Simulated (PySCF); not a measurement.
Isomers of C4H9NSi2. Method: PySCF, TDDFT PBE0/def2-SVPD, vertical, gas phase, core orbitals frozen in the response. Geometries: GFN2-xTB; one conformer of each isolated species. Triplets are in the Tamm–Dancoff approximation.

A. `C[Si]1(C[SiH2]C1)C#N`
B. `N#C[Si@@H]([SiH3])C1CC1`
C. `N#C[C@@H]1C[Si@H]1C[SiH3]`
D. `C1C[Si@H]([SiH2]C1)C#N`

Lowest singlet levels (six at most, fewer where fewer were computed) with oscillator strengths:

1. 204 nm (f 0.009); 194 nm (f 0.099); 180 nm (f 0.138); 176 nm (f 0.029); 171 nm (f 0.004); 170 nm (f 0.052); T1 5.46 eV
2. 200 nm (f 0.000); 183 nm (f 0.047); 180 nm (f 0.017); 179 nm (f 0.001); 176 nm (f 0.212); 171 nm (f 0.000); T1 5.78 eV
3. 187 nm (f 0.043); 185 nm (f 0.021); 180 nm (f 0.019); 174 nm (f 0.018); 172 nm (f 0.025); 171 nm (f 0.063); T1 5.71 eV
4. 201 nm (f 0.008); 200 nm (f 0.067); 198 nm (f 0.113); 183 nm (f 0.000); 180 nm (f 0.015); 176 nm (f 0.007); T1 4.96 eV

**Question.** Which spectrum belongs to which structure?

**Answer.** 1 = D, 2 = A, 3 = B, 4 = C.
- A: S1 at 6.19 eV, HOMO→LUMO (98%); Löwdin shares by element: HOMO carbon 36% or more, silicon 29% (atoms not listed hold the other 36%); LUMO silicon 29%, carbon 18% or more, nitrogen 17% (atoms not listed hold the other 36%); HOMO -8.27 and LUMO -0.71 eV; point group Cs, 2 of its 6 listed states under f = 0.0005.
- B: S1 at 6.62 eV, HOMO→LUMO (75%); Löwdin shares by element: HOMO silicon 34%, carbon 34% or more (atoms not listed hold the other 32%); LUMO silicon 42%, carbon 18% or more, nitrogen 16% (atoms not listed hold the other 24%); HOMO -8.44 and LUMO -0.70 eV.
- C: S1 at 6.17 eV, HOMO→LUMO+2 (52%), HOMO→LUMO+1 (37%); Löwdin shares by element: HOMO carbon 40% or more, silicon 22% or more, nitrogen 16% (atoms not listed hold the other 23%); LUMO silicon 35% or more, carbon 20% or more, hydrogen 11% or more (atoms not listed hold the other 34%); HOMO -7.32 and LUMO -0.22 eV.
- D: S1 at 6.07 eV, HOMO→LUMO (86%), HOMO→LUMO+1 (11%); Löwdin shares by element: HOMO silicon 44%, carbon 25% or more (atoms not listed hold the other 31%); LUMO silicon 40%, carbon 13% or more, nitrogen 12% (atoms not listed hold the other 35%); HOMO -8.10 and LUMO -0.71 eV.
A and C have S1 within 0.03 eV of each other; their strongest listed levels stand at 7.04 eV (f 0.212) and 6.26 eV (f 0.113).
A and D have S1 within 0.12 eV of each other; their strongest listed levels stand at 7.04 eV (f 0.212) and 6.87 eV (f 0.138).
C and D have S1 within 0.10 eV of each other; their strongest listed levels stand at 6.26 eV (f 0.113) and 6.87 eV (f 0.138).
